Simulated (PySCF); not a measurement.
C₂H₇S, SMILES CC[SH2+], charge +1.

Geometry optimised at r2SCAN-D4/def2-SVP. The isomer is the one that the SMILES or the coordinates give; other isomers of the formula were not compared.

Level of theory: r2SCAN-D4/def2-SVP in PySCF.

Frequencies are harmonic and unscaled.

Q: Give all harmonic wavenumbers and intensities. (An estimate is asked for; the answer gives what the named calculation found.)

A: 
```
mode  ν (cm⁻¹)  IR (km/mol)  Raman (Å⁴/amu)  depolarisation  moving atoms (share of kinetic energy)
----  --------  -----------  --------------  --------------  --------------------------------------
1          204         28.2             1.0            0.75                                  H 94 %
2          276          1.6             0.2            0.75                           H 88 %, C 9 %
3          307          3.5             4.4            0.39                  C 46 %, H 35 %, S 20 %
4          553         17.9            14.1            0.25                  C 54 %, S 32 %, H 14 %
5          674          0.1             2.4            0.75                                  H 96 %
6          793         13.5             6.3            0.73                                  H 88 %
7          835         13.3             1.8            0.75                                  H 93 %
8          966         16.9             2.8            0.75                          H 54 %, C 46 %
9         1098          1.9             1.5            0.54                          C 55 %, H 44 %
10        1121          0.8             4.5            0.75                          H 69 %, C 29 %
11        1177          8.4            15.3            0.70                                  H 95 %
12        1269          0.0             8.2            0.75                          H 89 %, C 10 %
13        1297         20.4             5.4            0.63                          H 81 %, C 18 %
14        1392         11.6             6.4            0.71                          H 82 %, C 18 %
15        1438         12.4             7.1            0.70                          H 90 %, C 10 %
16        1457         27.0            14.5            0.75                                  H 97 %
17        1462          6.0            10.5            0.75                                  H 95 %
18        2610         35.4           118.6            0.08                                  H 97 %
19        2632         37.4            70.5            0.75                                  H 97 %
20        3048          4.2           160.7            0.01                                  H 97 %
21        3077          4.0            87.0            0.09                                  H 94 %
22        3144         10.2            99.7            0.75                          H 90 %, C 10 %
23        3151          5.7            91.9            0.65                           H 91 %, C 9 %
24        3166          0.8             8.9            0.75                          H 90 %, C 10 %
```
